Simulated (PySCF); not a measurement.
Gas-phase XPS of (HSi)4S6 adamantane, computed

Compound: (HSi)4S6 adamantane, H4S6Si4.
Bonds: Si1–S3, Si1–S9, Si1–S13, S3–Si4, Si4–S6, Si4–S14, S6–Si7, Si7–S9, Si7–S10, S10–Si11, Si11–S13, Si11–S14. Hydrogens: H2 on Si1; H5 on Si4; H8 on Si7; H12 on Si11.

Level of theory: delta-SCF UKS SCAN, pcX-2 on the ionised atom, pcseg-1 elsewhere, spin-free X2C in PySCF. Vertical ΔSCF values, vacuum level as zero.

Problem. List the computed XPS lines with their assignment.

Solution. 
| atom(s) | bonded to | level | binding energy (eV) | 2p1/2 (eV) | count |
| --- | --- | --- | --- | --- | --- |
| S3 (×6) | 2 Si | S 1s | 2476.84 | – | 6 |
| Si1/Si4/Si7/Si11 | 3 S and H | Si 1s | 1848.20 | – | 4 |
| Si1/Si4/Si7/Si11 | 3 S and H | Si 2p3/2 | 108.25 | 108.88 | 4 |

Problem. Which photon energy gives electrons from Si 1s of Si1/Si4/Si7/Si11 a kinetic energy of 20 eV, and what is their de Broglie wavelength?

Solution. hν = 1848.20 + 20 = 1868.20 eV, recoil neglected; λ = 12.264 Å/√(E/eV) = 2.74 Å.

The first atom of each set that the bonding makes equivalent was ionised and stands for the set. Not every level is listed. Spin–orbit and ligand-field terms were added within each 2p shell after the spin-free SCF. 2p1/2 minus 2p3/2 (ligand field included): Si 0.62 eV. Isolated species at its PBE0-D3(BJ)/def2-SVP geometry (one conformer only).
